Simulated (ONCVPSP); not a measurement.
**Transferability test, ONCV potential for nitrogen**

N, optimised norm-conserving Vanderbilt (ONCV), made with ONCVPSP 4.0.1 (PBE, scalar-relativistic). Core [He], reference 2s2 2p3. Waves: 2s: rc 0.85 bohr, ncon 4, nbas 8, qcut 7.8 1/bohr, 2 projectors, debl 2.5 Ha; 2p: rc 1.25 bohr, ncon 4, nbas 8, qcut 6.4 1/bohr, 2 projectors, debl 2.6 Ha; d scattering state at 0.45 Ha: rc 1.25 bohr, ncon 4, nbas 7, qcut 6.5 1/bohr, 1 projector. Local part: polynomial inside 0.75 bohr (lpopt 5, dvloc0 2 Ha). Core correction: Teter function, fcfact 5.5, rcfact 1.25.

Energies are relative to the spin-unpolarised reference configuration 2s2 2p3; without spin polarisation the order of configurations can differ from experiment.

(1) Give the all-electron excitation energy and the error of the potential for: 2s2 2p2; 2s2 2p1; 2s2 2p0; 2s0 2p5.

Levels in the configuration 2s2 2p2:

```
level  all-electron (eV)  pseudo (eV)
   2s            -32.462      -32.456
   2p            -20.688      -20.643
```

Answers

(1)

```tsv
valence configuration	charge	ΔE all-electron (eV)	error AE − PS (meV)
2s2 2p2	+1	13.591	+15
2s2 2p1	+2	42.445	+142
2s2 2p0	+3	89.527	+650
2s0 2p5	0	23.041	+31
```
